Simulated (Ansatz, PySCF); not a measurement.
Noncovalent pair: CH4O (SMILES CO) (first 6 atoms) with CH4S (SMILES CS); geometry from B3LYP-D3(BJ)/def2-TZVP, rigid monomers moved along the line of their centres of mass till O2···H12 is 2.09 Å.
(charge 0, multiplicity 1):
```xyz
12

C     -0.2896    -0.5451     0.0904
O     -0.1998     0.7684     0.6352
H     -1.2677    -0.7301    -0.3651
H     -0.1510    -1.2349     0.9213
H      0.4924    -0.7335    -0.6519
H     -0.2780     1.4103    -0.0770
C     -1.2401     0.0580     3.6937
S      0.5418    -0.3013     3.5574
H     -1.7570    -0.1941     2.7707
H     -1.6240    -0.5629     4.5014
H     -1.4111     1.1042     3.9384
H      0.7544     0.4544     2.4667
```

Monomers are frozen at their geometry in the pair; levels with a basis set take the counterpoise correction. Rows marked so take none.

Correlated levels freeze the cores. Rows in 3-21G, 6-311+G**, 6-31G* carry no dispersion term and start afresh at each structure (6-31G* with six Cartesian d functions). MP2/6-31G* freezes PySCF's default core.

Run with Ansatz (an electronic-structure program) with Gaussian orbitals; PySCF for 3-21G rows, 6-311+G** rows, 6-31G* rows, the dispersion terms. Values without a source in brackets are computed.

```tsv
level	interaction energy (kcal/mol)
PBE/def2-TZVPPD	-1.20
B3LYP/3-21G (no counterpoise)	-7.13
B3LYP/6-311+G** (no counterpoise)	-1.19
PBE0-D4/def2-TZVPPD	-2.72
wB97M-V/def2-TZVPPD	-2.58
MP2/6-31G* (no counterpoise)	-3.25
MP2/aug-cc-pV(D+d)Z	?
SCS-MP2/aug-cc-pV(D+d)Z	-1.16
CCSD(T)/aug-cc-pV(D+d)Z	?
```

Task: What belongs in the gaps?

Result: 
- MP2/aug-cc-pV(D+d)Z, interaction energy (kcal/mol): -2.26
- CCSD(T)/aug-cc-pV(D+d)Z, interaction energy (kcal/mol): -1.81
